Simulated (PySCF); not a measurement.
Species: C₅H₃F₃O₂.
SMILES with atom numbers: `[CH:1]#[C:2][CH2:3][C:4](=[O:5])[O:6][C:7]([F:8])([F:9])[F:10]` (hydrogens: H11 on C1; H12, H13 on C3)

The geometry is computed with GFN2-xTB (gas phase).

Q: Give the optimised bond lengths and angles.

A: 
```
                bond  length (Å)   order
               C1≡C2       1.195  triple
               C2–C3       1.449  single
               C3–C4       1.499  single
               C4=O5       1.182  double
               C4–O6       1.410  single
               O6–C7       1.340  single
C7–F8, C7–F9, C7–F10       1.331  single
              C1–H11       1.049  single
      C3–H12, C3–H13       1.094  single
```

Bonds in one row agree within 0.01 Å and their mean is given. Orders are formal, as drawn. A selection of angles:
```
    angle  degrees
 C1–C2–C3    179.8
 C2–C3–C4    111.8
 C3–C4–O5    129.9
 C3–C4–O6    107.9
 O5–C4–O6    122.2
 C4–O6–C7    118.8
 O6–C7–F8    113.3
O6–C7–F10    108.2
 F8–C7–F9    107.3
```

Torsions: C2–C3–C4–O5 0° (synperiplanar); C3–C4–O6–C7 180° (antiperiplanar); C4–O6–C7–F8 61° (synclinal).

The C–C distances run from 1.195 Å (C1≡C2, drawn triple) to 1.499 Å (C3–C4, drawn single), a spread of 0.304 Å. The 3 C–O bonds span 1.182 Å (C4=O5, drawn double) to 1.410 Å (C4–O6, drawn single), a spread of 0.228 Å. Of the pairs four or more bonds apart, O5···F8 is among the closest relative to their van der Waals radii: 2.80 Å, 94 % of the sum of Bondi's values. All 3 C–F bonds measure 1.330 to 1.332 Å.

Point group: Cs (tolerance 0.08 Å). No frequency check. One conformer, not necessarily the lowest.
